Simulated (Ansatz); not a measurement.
C2H5ClFNSi (`C=C[Si](N)(F)Cl`). Charge 0, multiplicity 1. All single points use the PBE0-D4/def2-TZVP geometry. It is one conformer, not always the lowest.

```xyz
11

C    -0.299    0.364   -1.781
C    -0.398   -0.670   -0.949
Si    0.222   -0.592    0.781
N     0.471    1.007    1.283
F     1.625   -1.322    0.957
Cl   -1.088   -1.667    1.949
H    -0.672    0.321   -2.800
H     0.165    1.296   -1.472
H    -0.871   -1.585   -1.298
H     1.143    1.193    2.011
H    -0.298    1.656    1.319
```

What is the dipole moment at ωB97M-V/def2-TZVPP? (An estimate is asked.)

Ansatz gave: 2.61 D, with components (-0.59, 2.41, -0.80) D in this frame, pointing from negative to positive charge.

And with PBE, r2SCAN, B3LYP? (An estimate is asked.)

Ansatz gave: PBE 2.54 D, r2SCAN 2.61 D, B3LYP 2.61 D.

Give the Mulliken charges with ωB97M-V, r2SCAN, PBE in def2-TZVPP. (An estimate is asked.)

The calculation gave: 
```csv
atom,ωB97M-V,r2SCAN,PBE
C1,-0.19,-0.13,-0.17
C2,-0.25,-0.24,-0.19
Si3,0.75,0.81,0.64
N4,-0.36,-0.44,-0.38
F5,-0.30,-0.31,-0.27
Cl6,-0.23,-0.27,-0.24
H7,0.12,0.08,0.10
H8,0.11,0.09,0.10
H9,0.10,0.08,0.09
H10,0.13,0.17,0.16
H11,0.12,0.16,0.16
```

B3LYP here is the variant with VWN-RPA as its local correlation; programs differ in this.
